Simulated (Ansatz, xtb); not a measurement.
## Two isomers of C5H6O2S2

We compare X, `C[S@](=O)c1sccc1O`, a singlet, with Y, `CSC(=C=S)CC(=O)O`, a singlet. Both are isolated molecules in the gas phase, relaxed with PBE-D3(BJ)/def2-SVP; each stands in its lowest conformer found.

Quicker runs give these differences E(Y) − E(X): GFN2-xTB +6.8 kcal/mol; HF/STO-3G −63.8 kcal/mol (at GFN2-xTB geometries); r2SCAN-D4/def2-SVP −21.5 kcal/mol (at GFN2-xTB geometries).

Problem. Estimate E(Y) − E(X) at the level CCSD(T)/def2-SVP + ΔMP2/def2-TZVPP.

Solution. Calculated at CCSD(T)/def2-SVP + ΔMP2/def2-TZVPP: E(Y) − E(X) = −7.9 kcal/mol, so structure Y lies lower.

Level by level:

```json
{"level": "GFN2-xTB", "geometry": "GFN2-xTB", "E(Y) − E(X) (kcal/mol)": "+6.8", "departure from the last row (kcal/mol)": "+14.7", "job, with rough time for the two": "optimisation, 0.28 s"}
{"level": "HF/STO-3G", "geometry": "GFN2-xTB", "E(Y) − E(X) (kcal/mol)": "−63.8", "departure from the last row (kcal/mol)": "−55.9", "job, with rough time for the two": "single point, 0.7 s"}
{"level": "r2SCAN-D4/def2-SVP", "geometry": "GFN2-xTB", "E(Y) − E(X) (kcal/mol)": "−21.5", "departure from the last row (kcal/mol)": "−13.6", "job, with rough time for the two": "single point, 6.6 s"}
{"level": "PBE-D3(BJ)/def2-SVP", "geometry": "PBE-D3(BJ)/def2-SVP", "E(Y) − E(X) (kcal/mol)": "−18.2", "departure from the last row (kcal/mol)": "−10.3", "job, with rough time for the two": "optimisation, 61 s"}
{"level": "HF/def2-SVP", "geometry": "PBE-D3(BJ)/def2-SVP", "E(Y) − E(X) (kcal/mol)": "−38.4", "departure from the last row (kcal/mol)": "−30.5", "job, with rough time for the two": "part of the CCSD(T) run"}
{"level": "MP2/def2-SVP", "geometry": "PBE-D3(BJ)/def2-SVP", "E(Y) − E(X) (kcal/mol)": "−27.5", "departure from the last row (kcal/mol)": "−19.6", "job, with rough time for the two": "part of the CCSD(T) run"}
{"level": "CCSD(T)/def2-SVP", "geometry": "PBE-D3(BJ)/def2-SVP", "E(Y) − E(X) (kcal/mol)": "−30.8", "departure from the last row (kcal/mol)": "−22.9", "job, with rough time for the two": "single point"}
{"level": "CCSD(T)/def2-SVP + ΔMP2/def2-TZVPP", "geometry": "PBE-D3(BJ)/def2-SVP", "E(Y) − E(X) (kcal/mol)": "−7.9", "departure from the last row (kcal/mol)": "", "job, with rough time for the two": "single point, 3.6 min"}
```

As drawn, Y has 1 C=C, 1 C=S, 2 C–C, 1 C=O in place of 1 O=S, 2 C∷S, 3 C∷C (∷ is an aromatic bond). Structure X has a 5-membered ring (with an aromatic ring), Y no ring.

GFN2-xTB puts the two in the other order. The largest departure from CCSD(T)/def2-SVP + ΔMP2/def2-TZVPP is that of HF/STO-3G, 55.9 kcal/mol. The last row adds to CCSD(T) the change of the MP2 difference between the two basis sets, here +22.9 kcal/mol, a large step that makes the value less sure.

With thermal terms from frequencies at re-optimised GFN2-xTB minima (ideal gas, soft modes damped towards free rotors, one conformer each, 298.15 K, 1 atm): the zero-point term adds −0.5 kcal/mol; ΔH is −7.4 and ΔG −10.4 kcal/mol.

The correlated steps freeze 17 core orbitals. Mirror images aren't counted in ΔG. Codes used: Ansatz 0.2.0, xtb 6.7.1; the last row on 4 threads of Arm Neoverse V1 on a shared host.
